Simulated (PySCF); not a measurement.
One of the candidates below gave these computed data.

All candidates are C4H11As.

- Dipole: 1.14 D [CAM-B3LYP/def2-SVPD]
- Polarisability: 83.4 au [CAM-B3LYP/def2-SVPD]
- UV, first state: lowest singlet excitation: 6.15 eV (202 nm, f = 0.043) [TDDFT CAM-B3LYP/def2-SVPD]
- UV, strongest line: among the 6 lowest singlet transitions: S3 at 7.01 eV (177 nm, f = 0.151) [TDDFT CAM-B3LYP/def2-SVPD]
- Rotational structure: rotational constants A, B, C: 4.762, 2.166, 1.716 GHz [PBE0-D3(BJ)/def2-SVP]

Electronic properties: PySCF, gas phase, density fitting. Levels stand in brackets. Geometry: PBE0-D3(BJ)/def2-SVP, one conformer, isolated molecule. The calculation is non-relativistic and has no spin–orbit coupling, an omission that weighs most on arsenic.

**Question.** Which candidate is it?
A. `C[AsH]C(C)C`
B. `CC[As](C)C`
C. `CC(C)C[AsH2]`

**Answer.** A. It is `C[AsH]C(C)C`. Numbering: `[CH3:1][AsH:2][CH:3]([CH3:4])[CH3:5]`. The optimised geometry has point group C1 and is an asymmetric top.

The others, at the same levels:
- `CC(C)C[AsH2]` fails: its computed lowest singlet excitation is 6.30 eV (197 nm, f = 0.075) (against 6.15 eV), rotational constant A is 7.138 GHz (against 4.762 GHz) and smallest rotational constant is 1.220 GHz (against 1.716 GHz).
- `CC[As](C)C` fails: its computed lowest singlet excitation is 6.34 eV (196 nm, f = 0.119) (against 6.15 eV), rotational constant A is 4.566 GHz (against 4.762 GHz) and smallest rotational constant is 1.941 GHz (against 1.716 GHz).

Each candidate is one conformer, not necessarily the lowest. The conformers computed, where there is a choice (atom-mapped SMILES and torsion angles):
- `[CH3:1][AsH:2][CH:3]([CH3:4])[CH3:5]`: C1–As2–C3–C4 74°
- `[CH3:1][CH:2]([CH3:3])[CH2:4][AsH2:5]`: C1–C2–C4–As5 176°, H–As5–C4–C2 -162°, H–As5–C4–C2 -70°
